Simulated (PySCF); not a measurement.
hydrogen selenide (H₂Se), SMILES [SeH2].

Coordinates come from a ωB97X-D3(BJ)/def2-TZVPD optimisation.

The numbers are results of PySCF with CAM-B3LYP/def2-TZVPD, not measurements.

Isolated molecule, no solvent.

| Quantity | Result |
|---|---|
| total energy | -2402.87289 hartree |
| point group | C2v |
| highest occupied level | -8.47 eV |
| lowest empty level | 0.48 eV |
| orbital gap | 8.95 eV |
| dipole moment | 0.72 D |
| quadrupole, principal values (traceless, Buckingham form, about the centre of nuclear charge) | -4.23, 1.22, 3.01 D·Å |
| mean static polarisability | 31.4 bohr³ (4.65 Å³) |
| polarisability, principal values | 31.0, 31.1, 32.0 bohr³ |
